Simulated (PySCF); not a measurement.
CH₃IMgS, SMILES C[S][Mg][I].

Geometry optimised at PBE0-D3(BJ)/def2-SVP. The def2 effective core potentials stand for the cores of I; spin–orbit coupling is left out. Other conformers were not sampled.

The numbers are results of TDDFT-PBE/def2-SVPD in PySCF 2.14.0, not measurements.

Vertical excitations. Gas-phase values at a fixed geometry.

```csv
state,energy (eV),λ (nm),f,main pairs
S1,3.37,367,0.011,HOMO→LUMO 100 %
S2,4.03,308,0.000,HOMO→LUMO+1 100 %
S3,4.29,289,0.031,HOMO−1→LUMO 88 %
S4,4.30,289,0.027,"HOMO−2→LUMO 70 %, HOMO−3→LUMO 20 %"
S5,4.44,279,0.034,"HOMO−3→LUMO 46 %, HOMO→LUMO+2 44 %, HOMO−2→LUMO 8 %"
S6,4.91,253,0.000,HOMO−1→LUMO+1 88 %
S7,4.92,252,0.115,"HOMO−2→LUMO+1 40 %, HOMO→LUMO+2 30 %, HOMO−3→LUMO 15 %"
S8,5.04,246,0.029,HOMO−3→LUMO+1 87 %
S9,5.09,244,0.209,"HOMO−2→LUMO+1 37 %, HOMO→LUMO+2 23 %, HOMO−3→LUMO 15 %, HOMO−3→LUMO+1 8 %"
S10,5.40,229,0.000,"HOMO−2→LUMO+2 76 %, HOMO−3→LUMO+2 14 %"
T1,3.15,393,0,HOMO→LUMO 99 %
T2,3.88,320,0,HOMO→LUMO+1 99 %
T3,3.96,313,0,"HOMO−3→LUMO 64 %, HOMO−2→LUMO 24 %"
T4,4.07,305,0,HOMO−1→LUMO 87 %
```
Triplets are in the Tamm–Dancoff approximation, which puts them higher than full response would, so one can lie above its singlet here.
